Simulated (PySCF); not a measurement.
B3LYP has the VWN-RPA correlation part, as in Gaussian. 

```xyz
4

O      1.7855     0.0277    -0.0429
C      0.6736    -0.2910     0.1284
S     -0.8277     0.6134    -0.2802
H     -1.6314    -0.3502     0.1948
```

Charge 0, multiplicity 2.

Q: Give the Mulliken and meta-Löwdin atomic charges from B3LYP-D3(BJ)/def2-TZVP (PySCF 2.14.0).

A: 
| atom | Mulliken (e) | meta-Löwdin (e) |
|---|---|---|
| O1 | -0.14 | -0.26 |
| C2 | 0.04 | 0.11 |
| S3 | -0.06 | 0.04 |
| H4 | 0.16 | 0.11 |
